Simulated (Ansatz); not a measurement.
Two members of one family (Alkyl alcohol), computed with Ansatz in the gas phase. The two geometries come from different levels. Binding counts from free atoms in the multiplicity of their measured ground term, without zero-point energy. The structures are stationary points that may keep the symmetry of their start.

First: CCCCCCCCCCO (singlet, charge 0, PBE0-D4/def2-SVP geometry).

```
atom   x (Å)   y (Å)   z (Å)
  C1   2.490  -0.027   5.044
  C2   1.578   0.444   3.923
  C3   1.436  -0.565   2.791
  C4   0.521  -0.102   1.666
  C5   0.383  -1.118   0.540
  C6  -0.589  -0.724  -0.569
  C7  -0.160   0.495  -1.377
  C8  -1.123   0.885  -2.496
  C9  -1.256  -0.139  -3.617
 C10  -2.150   0.329  -4.756
 O11  -3.482   0.544  -4.367
 H12   3.507  -0.232   4.675
 H13   2.115  -0.959   5.498
 H14   2.572   0.722   5.846
 H15   0.578   0.675   4.330
 H16   1.959   1.397   3.512
 H17   2.435  -0.794   2.378
 H18   1.058  -1.520   3.200
 H19  -0.481   0.121   2.079
 H20   0.899   0.857   1.269
 H21   1.379  -1.311   0.101
 H22   0.058  -2.080   0.971
 H23  -1.586  -0.535  -0.131
 H24  -0.717  -1.585  -1.245
 H25  -0.041   1.360  -0.703
 H26   0.841   0.311  -1.809
 H27  -0.793   1.847  -2.930
 H28  -2.119   1.072  -2.054
 H29  -0.256  -0.370  -4.025
 H30  -1.665  -1.084  -3.223
 H31  -2.180  -0.441  -5.543
 H32  -1.711   1.238  -5.219
 H33  -3.499   1.290  -3.760
```

```json
{"level": "PBE-D4/def2-SVP", "HOMO (eV)": "-5.81", "LUMO (eV)": "0.76", "gap (eV)": "6.57", "binding per atom (eV)": "4.27"}
{"level": "PBE-D4/def2-TZVP", "HOMO (eV)": "-6.11", "LUMO (eV)": "0.19", "gap (eV)": "6.30", "binding per atom (eV)": "4.23"}
{"level": "r2SCAN-D4/def2-TZVP", "HOMO (eV)": "-6.46", "LUMO (eV)": "0.86", "gap (eV)": "7.32", "binding per atom (eV)": "4.16"}
{"level": "PBE0-D4/def2-SVP", "HOMO (eV)": "-7.55", "LUMO (eV)": "1.69", "gap (eV)": "9.23", "binding per atom (eV)": "4.23"}
{"level": "PBE0-D4/def2-TZVP", "HOMO (eV)": "-7.75", "LUMO (eV)": "1.05", "gap (eV)": "8.80", "binding per atom (eV)": "4.18"}
```

Second: CCCCCCCCCCCCO (singlet, charge 0, PBE-D4/def2-SVP geometry).

```xyz
39

C     4.222    3.555    1.818
C     2.887    3.309    1.115
C     1.912    2.468    1.945
C     0.525    2.275    1.312
C     0.512    1.574   -0.057
C     1.167    0.184   -0.091
C     0.579   -0.844    0.889
C    -0.928   -1.106    0.746
C    -1.359   -1.632   -0.627
C    -2.853   -1.972   -0.702
C    -3.348   -2.413   -2.083
C    -2.748   -3.722   -2.583
O    -3.372   -4.051   -3.814
H     4.738    2.598    2.050
H     4.080    4.091    2.780
H     4.911    4.162    1.197
H     3.074    2.814    0.137
H     2.408    4.284    0.868
H     1.783    2.948    2.940
H     2.375    1.477    2.157
H     0.039    3.269    1.203
H    -0.116    1.710    2.023
H     1.016    2.220   -0.810
H    -0.541    1.497   -0.403
H     1.103   -0.211   -1.128
H     2.256    0.281    0.112
H     0.787   -0.523    1.932
H     1.124   -1.805    0.760
H    -1.499   -0.178    0.975
H    -1.237   -1.839    1.524
H    -0.748   -2.529   -0.876
H    -1.124   -0.881   -1.414
H    -3.437   -1.083   -0.382
H    -3.086   -2.766    0.046
H    -3.140   -1.622   -2.838
H    -4.452   -2.540   -2.067
H    -1.641   -3.614   -2.701
H    -2.908   -4.515   -1.807
H    -2.958   -4.869   -4.144
```

**Question.** Estimate the same table for the second.

**Answer.** 
| level | HOMO (eV) | LUMO (eV) | gap (eV) | binding per atom (eV) |
| --- | --- | --- | --- | --- |
| PBE-D4/def2-SVP | -5.74 | 0.63 | 6.36 | 4.29 |
| PBE-D4/def2-TZVP | -6.08 | 0.14 | 6.22 | 4.24 |
| r2SCAN-D4/def2-TZVP | -6.44 | 0.72 | 7.16 | 4.17 |
| PBE0-D4/def2-SVP | -7.51 | 1.48 | 8.99 | 4.24 |
| PBE0-D4/def2-TZVP | -7.74 | 0.95 | 8.69 | 4.19 |
